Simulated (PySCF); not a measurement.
CuI, singlet, geometry from GFN2-xTB (such geometries of metal compounds can be far from the true shape) (core potentials on I). Base run: DF-PBE0/def2-TZVP in PySCF.

Here is a job for PySCF.
```python
from pyscf import gto, scf, dft

mol = gto.Mole()
mol.atom = '''
    Cu   -0.00000000   -0.00000000   -1.55408011
    I     0.00000000    0.00000000    0.85034572
'''
mol.basis = 'def2-tzvp'
mol.ecp = {'I': 'def2-tzvp'}
mol.verbose = 4
mol.build()

mf = dft.RKS(mol)
mf.xc = 'pbe0'
mf = mf.density_fit(auxbasis='def2-universal-jkfit')
mf.kernel()
mf.analyze()
```

Each row names what was changed in the base input (with any setting that the change needs).

```csv
change,basis functions,E (Eh),HOMO (eV),HOMO-LUMO gap (eV),dipole (D)
base,95,-1938.04571,-6.80,3.89,4.78
basis = x2c-TZVPall; relativity = spin-free X2C; nucleus = Gaussian (with mol.nucmod = 'G'; without mol.ecp = {'I': 'def2-tzvp'}; without mf = mf.density_fit(auxbasis='def2-universal-jkfit')),108,-8769.83138,-6.78,3.82,4.36
basis = x2c-SVPall; relativity = spin-free X2C (without mol.ecp = {'I': 'def2-tzvp'}; without mf = mf.density_fit(auxbasis='def2-universal-jkfit')),72,-8768.94494,-6.59,3.75,4.46
basis = x2c-SVPall; relativity = none (without mol.ecp = {'I': 'def2-tzvp'}; without mf = mf.density_fit(auxbasis='def2-universal-jkfit')),72,-8362.50202,-7.39,4.39,6.29
basis = x2c-SVPall; relativity = spin-free X2C; nucleus = Gaussian (with mol.nucmod = 'G'; without mol.ecp = {'I': 'def2-tzvp'}; without mf = mf.density_fit(auxbasis='def2-universal-jkfit')),72,-8768.76046,-6.59,3.75,4.46
basis = Sapporo-DKH3-DZP-2012; relativity = spin-free X2C; nucleus = Gaussian (with mol.nucmod = 'G'; without mol.ecp = {'I': 'def2-tzvp'}; without mf = mf.density_fit(auxbasis='def2-universal-jkfit')),92,-8769.38474,-6.77,3.88,4.78
basis = x2c-TZVPall; relativity = none (without mol.ecp = {'I': 'def2-tzvp'}; without mf = mf.density_fit(auxbasis='def2-universal-jkfit')),108,-8401.80516,-6.82,3.98,4.94
basis = Sapporo-DKH3-DZP-2012; relativity = none (without mol.ecp = {'I': 'def2-tzvp'}; without mf = mf.density_fit(auxbasis='def2-universal-jkfit')),92,-8320.11540,-7.32,4.43,6.28
basis = Sapporo-DKH3-DZP-2012; relativity = spin-free X2C (without mol.ecp = {'I': 'def2-tzvp'}; without mf = mf.density_fit(auxbasis='def2-universal-jkfit')),92,-8769.60183,-6.77,3.88,4.78
basis = x2c-TZVPall; relativity = spin-free X2C (without mol.ecp = {'I': 'def2-tzvp'}; without mf = mf.density_fit(auxbasis='def2-universal-jkfit')),108,-8770.03988,-6.78,3.82,4.36
```

Total energies compare only within one method and basis.

Basis sets contracted for a relativistic Hamiltonian are a mismatch without it, so the rows without relativity aren't non-relativistic limits. No row has spin-orbit coupling; sets with core potentials leave out the core electrons.
